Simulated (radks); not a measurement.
The mean radii <r> (bohr) of the occupied orbitals of an atom or ion are listed with their occupations. Calculated with a radial shooting solver on a logarithmic mesh with Libxc functionals: Dirac Kohn-Sham, exchange-only PBE, spin-unpolarised, spherical densities, finite nucleus; Fermi nuclear charge, rms radius of each element as measured or else 0.836 A^(1/3) + 0.57 fm.

orbital  occ.      <r>
1s1/2       2  0.02611
2s1/2       2   0.1117
2p1/2       2  0.09403
2p3/2       4  0.09992
3s1/2       2   0.2987
3p1/2       2   0.2887
3p3/2       4   0.3005
3d3/2       4   0.2714
3d5/2       6   0.2751
4s1/2       2   0.6947
4p1/2       2   0.7206
4p3/2       4   0.7481
4d3/2       4   0.8301
4d5/2       6   0.8405
5s1/2       2    1.710
5p1/2       2    1.947
5p3/2       3    2.030

Name the element and its charge. Open shells, if any, fill j = l - 1/2 first.

Answer. Z = 55, caesium, charge +2: Cs2+ in [Kr] 4d10 5s2 5p5. The 1s radius gives Z: for a bare nucleus <r> = (2 gamma + 1)/(2Z) with gamma = sqrt(1 - (Z/c)^2), 0.02574 bohr for Z = 55, and screening makes it slightly larger (0.02611 here). The occupations add up to 53, and the charge is Z minus that.
